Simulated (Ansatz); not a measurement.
`[SiH3][CH](S)[GaH2]` and `CNC([SiH3])S` differ in one atom or group.

Ansatz, PBE0-D4/def2-TZVP geometries, multiplicity 1. Each molecule was computed in one conformer, which needn't be the lowest. `[SiH3][CH](S)[GaH2]` holds a close contact that its SMILES doesn't draw: Ga···S 2.58 Å.

Scalar relativity is left out up to krypton.

| property | `[SiH3][CH](S)[GaH2]` |
| --- | --- |
| size of the dipole moment (PBE/def2-TZVPP) / D | 1.50 |
| HOMO energy (ωB97M-V/def2-TZVPP) / eV | -9.09 |
| LUMO energy (PBE0/def2-TZVPP) / eV | -0.73 |
| HOMO–LUMO gap (B3LYP/def2-TZVPP) / eV | 5.81 |
| size of the dipole moment (ωB97M-V/def2-TZVPP) / D | 1.44 |
| HOMO–LUMO gap (PBE0/def2-TZVPP) / eV | 6.26 |

Give the same properties after the change, and the shifts. (Estimate.)

Computed: 
```tsv
property	`CNC([SiH3])S`	shift
size of the dipole moment (PBE/def2-TZVPP) / D	1.32	-0.18
HOMO energy (ωB97M-V/def2-TZVPP) / eV	-8.98	0.11
LUMO energy (PBE0/def2-TZVPP) / eV	0.09	0.82
HOMO–LUMO gap (B3LYP/def2-TZVPP) / eV	6.34	0.53
size of the dipole moment (ωB97M-V/def2-TZVPP) / D	1.31	-0.13
HOMO–LUMO gap (PBE0/def2-TZVPP) / eV	6.78	0.52
```

With PBE0 the HOMO rises by 0.29 eV and the LUMO rises by 0.82 eV, so the gap widens by about 0.53 eV. PBE moves the HOMO by 0.57 eV and ωB97M-V by 0.11 eV. Dipoles are sizes alone; their direction can turn.

Positive LUMOs are unbound, so they and the gaps depend on the basis.

B3LYP here is the variant with VWN-RPA as its local correlation; programs differ in this.
